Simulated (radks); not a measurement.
Results of a calculation; reference values are marked as such.
Ionisation of the iodine ion I33+, [Ar] 3d2, to [Ar] 3d1 as the strength of local exchange is varied. Level of theory: scalar-relativistic Kohn-Sham, Slater X-alpha exchange (alpha = 2/3 is LDA exchange), no correlation, spin-polarised, spherical densities, point nucleus; open shells are filled with parallel spins first (spin-orbit coupling, left out, can overturn this in heavy ions) (a radial shooting solver on a logarithmic mesh with Libxc functionals).

| alpha | E(I33+) (hartree) | exchange (hartree) | IE (eV) | -e of the level emptied (eV) | <r> of it (bohr) |
|---|---|---|---|---|---|
| 0.667 | -6312.42551 | -116.60756 | 2082.7 | 2039.2 (3d) | 0.2532 |
| 0.824 | -6340.01714 | -144.49492 | 2106.7 | 2063.4 (3d) | 0.2519 |
| 0.859 | -6346.17967 | -150.73473 | 2112.0 | 2068.9 (3d) | 0.2516 |
| 0.924 | -6357.63553 | -162.34508 | 2122.0 | 2079.0 (3d) | 0.2510 |
| 0.926 | -6357.98825 | -162.70278 | 2122.3 | 2079.3 (3d) | 0.2510 |
| 0.989 | -6369.10589 | -173.98421 | 2132.0 | 2089.1 (3d) | 0.2504 |
| 1.048 | -6379.53002 | -184.57388 | 2141.1 | 2098.4 (3d) | 0.2499 |
| x | -6334.21060 | -138.61932 | 2101.6 | 2058.3 (3d) | 0.2522 |

Which alpha was used in the last row?

Answer. alpha = 0.791. NIST Atomic Spectra Database: 2093 +/- 5 eV (theoretical). The Delta-SCF value meets it near alpha = 0.73. Open shells are spherical and high-spin; term and fine-structure splittings are not resolved. Spin-orbit splitting is averaged out at the scalar-relativistic level.
